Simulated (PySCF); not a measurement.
## A small calculation by hand: entropy of an ideal gas

Mg(Me) (CH3Mg), SMILES [Mg+][CH3], charge +1.

Geometry optimised at PBE-D3(BJ)/def2-TZVP. The spin state was assumed, not searched. The isomer is the one that the SMILES or the coordinates give; other isomers of the formula were not compared.

PySCF with PBE-D3(BJ)/def2-TZVP gives the harmonic wavenumbers 508, 646, 646, 1054, 1368, 1368, 2993, 3117, 3117 cm⁻¹ and the rotational temperatures 7.2455, 0.5432, 0.5432 K. The molar mass is 39.34 g/mol, the symmetry number 3, the spin multiplicity 1.

Problem. Work out the entropy at 298.15 K and 1 atm in the rigid-rotor, harmonic-oscillator model.

Solution. 
Translation (Sackur–Tetrode at 1 atm): S = R[1.5 ln M + 2.5 ln T − 1.16487] = 154.5 J/(mol K).
Rotation: q = (√π/σ) T^1.5/√(θA θB θC) = 2080, S = R[ln q + 3/2] = 76.0 J/(mol K).
Vibration: with u = 1.4388 ν/T, each mode gives R[u/(e^u − 1) − ln(1 − e^−u)]:
| ν (cm⁻¹) | modes | u | S (J/(mol K)) |
|---|---|---|---|
| 508 | 1 | 2.45 | 2.67 |
| 646 | 2 | 3.12 | 3.15 |
| 1054 | 1 | 5.09 | 0.31 |
| 1368 | 2 | 6.60 | 0.17 |
The stiffer modes add less than 0.005 each. Sum 6.3 J/(mol K).
Spin: R ln 1 = 0.0 J/(mol K).
Total 236.9 J/(mol K); the program's own thermochemistry gives 236.9. Translation makes up 65 % and vibration 3 %. Anharmonicity, hindered rotation and orbital degeneracy are left out.
